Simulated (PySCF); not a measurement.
1-hydroxysiletane (C3H8OSi), SMILES O[SiH]1CCC1. Atoms are numbered in the order given.

```xyz
13

O      1.9097     0.8205    -0.2855
Si     0.5272     0.1552     0.4106
C     -1.1499     0.8603    -0.1126
C     -1.6450    -0.6231    -0.1424
C     -0.2931    -1.3815    -0.3480
H      2.7061     0.8075     0.2712
H      0.7252     0.0529     1.9063
H     -1.7222     1.5699     0.5153
H     -1.0826     1.2750    -1.1407
H     -2.0873    -0.8948     0.8393
H     -2.4169    -0.8372    -0.9118
H     -0.0427    -1.4549    -1.4276
H     -0.2104    -2.3899     0.1013
```
Charge 0, spin multiplicity 1.

Coordinates come from a PBE-D3(BJ)/def2-SVP optimisation. Other conformers were not sampled.

The numbers are results of SMD-ωB97X/6-31G* (PySCF), not measurements.

Solvation free energies are E(SMD) − E(gas) at the gas-phase geometry, for 1 M in both phases. In vacuum the dipole moment is 1.11 D.

| solvent | ΔG(solv) (kcal/mol) | its non-electrostatic (CDS) part | dipole (D) |
|---|---|---|---|
| water | -3.5 | 3.1 | 1.43 |
| ethanol | -6.4 | -0.4 | 1.39 |
| 1-octanol | -5.5 | -0.2 | 1.35 |
